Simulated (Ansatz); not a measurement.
Two members of one family (Series SnH3X), computed with Ansatz in the gas phase; def2 core potentials for Sn, no spin–orbit coupling. Binding counts from free atoms in the multiplicity of their measured ground term, without zero-point energy. A dash marks a value that wasn't run or was left out as unsound. The structures are stationary points that may keep the symmetry of their start.

First: Sn(CN)H3 (singlet, charge 0, PBE-D4/def2-TZVP geometry).

```xyz
6

Sn    0.511    0.358   -0.226
C    -1.126   -0.791    0.499
N    -2.025   -1.417    0.897
H    -0.140    1.457   -1.359
H     1.595   -0.750   -0.942
H     1.185    1.144    1.131
```

| level | HOMO (eV) | LUMO (eV) | gap (eV) | vertical triplet (eV) | binding per atom (eV) |
| --- | --- | --- | --- | --- | --- |
| PBE-D4/def2-SVP | -8.02 | -1.09 | 6.93 | – | 3.43 |
| PBE-D4/def2-TZVP | -8.18 | -1.29 | 6.89 | 6.11 | 3.44 |
| revPBE-D4/def2-TZVP | -8.12 | -1.20 | 6.92 | – | 3.34 |
| r2SCAN-D4/def2-TZVP | -8.47 | -1.07 | 7.40 | 5.91 | 3.33 |
| PBE0-D4/def2-SVP | -9.39 | -0.19 | 9.20 | – | 3.32 |

Second: Sn(SH)H3 (singlet, charge 0, PBE-D4/def2-TZVP geometry).

```xyz
6

Sn    0.4830   -0.3468   -0.0663
S    -1.2775    0.8969    1.0503
H    -1.8292    1.3187   -0.1123
H     1.4212   -1.0031    1.2092
H     1.4117    0.7205   -1.0439
H    -0.2090   -1.5863   -1.0370
```

Task: What does the change do? Estimate second minus first.

Result: 
```json
{"level": "PBE-D4/def2-SVP", "Δ HOMO (eV)": "2.19", "Δ LUMO (eV)": "-0.16", "Δ gap (eV)": "-2.35", "Δ vertical triplet (eV)": "–", "Δ binding per atom (eV)": "-1.00"}
{"level": "PBE-D4/def2-TZVP", "Δ HOMO (eV)": "2.16", "Δ LUMO (eV)": "-0.23", "Δ gap (eV)": "-2.39", "Δ vertical triplet (eV)": "-1.49", "Δ binding per atom (eV)": "-0.98"}
{"level": "revPBE-D4/def2-TZVP", "Δ HOMO (eV)": "2.13", "Δ LUMO (eV)": "-0.24", "Δ gap (eV)": "-2.37", "Δ vertical triplet (eV)": "–", "Δ binding per atom (eV)": "-0.94"}
{"level": "r2SCAN-D4/def2-TZVP", "Δ HOMO (eV)": "2.17", "Δ LUMO (eV)": "-0.15", "Δ gap (eV)": "-2.32", "Δ vertical triplet (eV)": "-1.14", "Δ binding per atom (eV)": "-0.85"}
{"level": "PBE0-D4/def2-SVP", "Δ HOMO (eV)": "2.30", "Δ LUMO (eV)": "-0.22", "Δ gap (eV)": "-2.51", "Δ vertical triplet (eV)": "–", "Δ binding per atom (eV)": "-0.91"}
```
